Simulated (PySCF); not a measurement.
Cartesian coordinates in Å; atom numbers follow the order of the lines, from 1:
```xyz
16

F     2.3512   -1.7671    0.6591
C     2.5837   -0.4622    0.4228
F     2.5411    0.1315    1.6306
F     3.8410   -0.3720    0.0006
O     1.7922    0.0774   -0.4768
C     0.3975    0.1139   -0.2765
C    -0.3189    0.7093   -1.3049
C    -1.6943    0.7980   -1.2113
C    -2.3500    0.2963   -0.0981
C    -1.6237   -0.2946    0.9188
C    -0.2420   -0.3923    0.8405
H     0.2173    1.0913   -2.1578
H    -2.2534    1.2601   -2.0099
H    -3.4242    0.3666   -0.0247
H    -2.1265   -0.6887    1.7883
H     0.3015   -0.8585    1.6467
```

[PySCF 2.14.0 with density-fitted response routines: structure optimised with GFN2-xTB; PBE0/pcSseg-1 with gauge-including orbitals; a single conformation; rapidly exchanging positions averaged; non-relativistic; isolated molecule]

Referencing at the same level of theory: 13C and 1H against TMS; 19F against CFCl3; 17O against H2O.

| atoms | nucleus | count | δ (ppm) |
| --- | --- | --- | --- |
| H13/H15 | 1H | 2 | 7.75 |
| C9 | 13C | 1 | 130.5 |
| H12/H16 | 1H | 2 | 7.58 |
| F1/F3/F4 | 19F | 3 | -70.9 |
| O5 | 17O | 1 | 168.7 |
| C2 | 13C | 1 | ? |
| C6 | 13C | 1 | ? |
| C7/C11 | 13C | 2 | 122.6 |
| H14 | 1H | 1 | 7.52 |
| C8/C10 | 13C | 2 | ? |

Problem. Complete the table.

Solution. 
- C6: 158.3 ppm, aromatic carbon bearing oxygen; the electronegative substituent deshields the carbon that carries it
- C8/C10: 135.5 ppm, aromatic CH; the aromatic region
- C2: 130.1 ppm, CF3 carbon; 4 electronegative neighbours deshield it

Shifts are as computed. Against solution values, carbons near 30 ppm lie about +3 ppm off and those near 130 ppm about +5 ppm. Of 1211 compounds with measured shifts, 218 miss one by over three times the rms of a fit or turn the order of signals round; such compounds aren't used in these exercises. Unscaled 19F shifts against computed CFCl3 carry errors that often reach 10 to 50 ppm. Experimental scales use liquid or dissolved standards, which lie at an offset from isolated H2O (liquid H2O: subtract about 36 ppm).
